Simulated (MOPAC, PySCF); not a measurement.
C8H15B, SMILES `B[C@@H]1CCC[C@H](C=C)C1`, neutral singlet in the gas phase. 

Cartesian coordinates (Å):
SMILES: C(=C)[C@@H]1C[C@H](B)CCC1
```xyz
24

B     -2.7886     1.3056    -0.3841
C     -1.5368     0.3958    -0.3069
C     -1.7180    -1.0864     0.0631
C     -0.4764    -1.9225    -0.2700
C      0.7904    -1.3321     0.3600
C      1.0108     0.1396    -0.0516
C      2.2418     0.7137     0.5943
C      3.3202     1.1865    -0.0535
C     -0.2418     0.9806     0.2822
H     -2.6693     2.5197    -0.3949
H     -3.8922     0.8193    -0.5684
H     -1.4311     0.4416    -1.4438
H     -2.6189    -1.5000    -0.4353
H     -1.9139    -1.1489     1.1575
H     -0.3491    -1.9605    -1.3758
H     -0.6149    -2.9727     0.0631
H      0.7089    -1.3823     1.4702
H      1.6830    -1.9321     0.0861
H      1.1522     0.1663    -1.1572
H      2.2271     0.7376     1.7014
H      3.3737     1.1814    -1.1556
H      4.1880     1.5949     0.4875
H     -0.3494     1.0287     1.3901
H     -0.0957     2.0261    -0.0583
```
Charge 0, multiplicity 1.

All levels are single points at this geometry (PBE-D3(BJ)/def2-SVP); Pople sets use spherical d functions. Orbital energies aren't observables, and empty levels follow the basis.

```csv
level,HOMO (eV),LUMO (eV),gap (eV),dipole (D),"vertical IE, Delta-SCF (eV)"
PBE-D3(BJ)/def2-TZVP in PySCF,-6.14,-2.16,3.98,0.80,8.64
BP86/6-31G* in PySCF,-5.90,-1.84,4.06,0.78,–
M06-2X/6-31G* in PySCF,-8.21,0.24,8.46,0.61,–
PBE/6-31G* in PySCF,-5.80,-1.76,4.04,0.78,8.42
SVWN5/6-31G* in PySCF,-5.94,-2.04,3.90,0.83,8.56
HF/3-21G in PySCF,-9.58,2.99,12.57,0.54,–
AM1 in MOPAC,-9.95,1.28,11.23,0.51,–
PM3 in MOPAC,-10.18,0.66,10.84,0.99,–
PM6 in MOPAC,-9.91,0.12,10.02,0.63,–
```
